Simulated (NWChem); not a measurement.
# GeS, singlet; SMILES [S]=[Ge]

```xyz
2

Ge     0.0000     0.0000    -0.6825
S      0.0000     0.0000     1.3608
```
Atoms are numbered in this order, from 1.

All runs: NWChem. Low-valent species are run as closed-shell singlets; no triplet was tried in these runs. The geometry was optimised at PBE-D3(BJ)/def2-SVP. GIAO values for the isolated, static molecule; σ is the absolute isotropic shielding.

| level | basis functions | σ Ge1 (ppm) | σ S2 (ppm) |
|---|---|---|---|
| PBE0/cc-pVDZ | 45 | [?] | [?] |
| PBE0/cc-pVTZ | 77 | 443.1 | -216.4 |
| PBE0/pcSseg-1 | 65 | 313.2 | -277.1 |
| PBE0/pcSseg-2 | 106 | 300.6 | -267.9 |

Problem. Some entries are withheld; supply them.

Solution. 
- PBE0/cc-pVDZ, σ Ge1 (ppm): 605.7
- PBE0/cc-pVDZ, σ S2 (ppm): -181.2
